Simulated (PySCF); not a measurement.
Isomers of C5H12O2Si2, mass 160.038 u with the commonest isotopes. Level of theory: PBE0/pcSseg-1 in PySCF (dipole) on a GFN2-xTB geometry, gas phase. One conformer each, none proved a minimum here; rigid rotors.

Question: Order these by rotational constant A, largest first.
A. `[CH2:1]=[CH:2][CH2:3][Si@@:4]([OH:5])([SiH3:6])[O:7][CH:8]=[CH2:9]` with C1–C2–C3–Si4 106°, C2–C3–Si4–O5 -68°, C3–Si4–O5–H 50°, C3–Si4–O7–C8 156°, Si4–O7–C8–C9 167°
B. `[CH:1]#[C:2][Si@@H:3]([O:4][CH3:5])[O:6][CH2:7][CH2:8][SiH3:9]` with C2–Si3–O4–C5 -58°, C2–Si3–O6–C7 57°, Si3–O6–C7–C8 -171°, O6–C7–C8–Si9 -37°
C. `[OH:1][CH2:2][CH2:3][C:4]1=[C:5]([CH2:6][OH:7])[SiH2:8][SiH2:9]1` with H–O1–C2–C3 66°, O1–C2–C3–C4 -57°, C2–C3–C4–C5 102°, C4–C5–C6–O7 -77°, C5–C6–O7–H 58°

Answer: B (1736 MHz), A (1563 MHz), C (1382 MHz).

Question: Order these by rotational constant C, smallest first.
A. `[CH2:1]=[CH:2][CH2:3][Si@@:4]([OH:5])([SiH3:6])[O:7][CH:8]=[CH2:9]` with C1–C2–C3–Si4 106°, C2–C3–Si4–O5 -68°, C3–Si4–O5–H 50°, C3–Si4–O7–C8 156°, Si4–O7–C8–C9 167°
B. `[CH:1]#[C:2][Si@@H:3]([O:4][CH3:5])[O:6][CH2:7][CH2:8][SiH3:9]` with C2–Si3–O4–C5 -58°, C2–Si3–O6–C7 57°, Si3–O6–C7–C8 -171°, O6–C7–C8–Si9 -37°
C. `[OH:1][CH2:2][CH2:3][C:4]1=[C:5]([CH2:6][OH:7])[SiH2:8][SiH2:9]1` with H–O1–C2–C3 66°, O1–C2–C3–C4 -57°, C2–C3–C4–C5 102°, C4–C5–C6–O7 -77°, C5–C6–O7–H 58°

Answer: B (498.1 MHz), A (583.6 MHz), C (687.0 MHz).

Question: Order these by dipole moment, smallest first.
A. `[CH:1]#[C:2][Si@@H:3]([O:4][CH3:5])[O:6][CH2:7][CH2:8][SiH3:9]` with C2–Si3–O4–C5 -58°, C2–Si3–O6–C7 57°, Si3–O6–C7–C8 -171°, O6–C7–C8–Si9 -37°
B. `[CH2:1]=[CH:2][CH2:3][Si@@:4]([OH:5])([SiH3:6])[O:7][CH:8]=[CH2:9]` with C1–C2–C3–Si4 106°, C2–C3–Si4–O5 -68°, C3–Si4–O5–H 50°, C3–Si4–O7–C8 156°, Si4–O7–C8–C9 167°
C. `[OH:1][CH2:2][CH2:3][C:4]1=[C:5]([CH2:6][OH:7])[SiH2:8][SiH2:9]1` with H–O1–C2–C3 66°, O1–C2–C3–C4 -57°, C2–C3–C4–C5 102°, C4–C5–C6–O7 -77°, C5–C6–O7–H 58°

Answer: B (1.57 D), A (2.54 D), C (2.82 D).

```csv
SMILES,point group,Ia (u·Å²),Ib (u·Å²),Ic (u·Å²),κ,μa (D),μb (D),μc (D)
OCCC1=C(CO)[SiH2][SiH2]1,C1,365.68,503.29,735.67,-0.09,1.13,2.23,1.31
C=CC[Si@@](O)([SiH3])OC=C,C1,323.34,710.18,866.03,-0.74,1.39,0.10,0.72
C#C[Si@@H](OC)OCC[SiH3],C1,291.09,789.20,1014.64,-0.77,2.02,1.51,0.34
```
